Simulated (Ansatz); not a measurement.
Program: Ansatz. Geometries: PBE0-D4/def2-TZVP. ΔE: electronic, gas phase. CBS: MP2 limit from def2 TZ/QZ plus the TZ coupled-cluster correction, frozen cores. DFT in def2-TZVPP. B3LYP here is the variant with VWN-RPA as its local correlation; programs differ in this. For Ge outer-core shells are correlated without core-valence functions, which leaves a few kJ/mol of doubt a bond. Scalar relativity is left out up to krypton. Each species was taken in one conformer, which may not be the lowest.

Reaction (formal exchange of groups at a B–Ge bond): `[SiH3][BH][GeH2][Cl]` + `BSC` → `BSCB[SiH3]` + `[Cl][GeH3]`

| level | ΔE (eV) |
| --- | --- |
| PBE-D4 | -0.01 |
| ωB97M-V | -0.07 |
| PBE | 0.01 |
| PBE0 | 0.00 |
| B3LYP | 0.00 |
| SCS-MP2/def2-TZVPP | -0.04 |
| CCSD(T)/def2-TZVPP | -0.01 |
| MP2/def2-QZVPP | -0.05 |

Task: What does CCSD(T)/CBS give? (Best estimate.)

Result: Ansatz gave: -0.01 eV. The listed levels differ from it by 0.00, -0.06, 0.02, 0.01, 0.01, -0.03, 0.00, -0.04 eV.

Largest T1 diagnostic among the species: 0.014.

The D4 term adds −0.04 eV with B3LYP and −0.02 eV with PBE0; it sums over pairs of atoms, weighted by their polarisabilities, and B3LYP, whose exchange is more repulsive, gets the larger term.
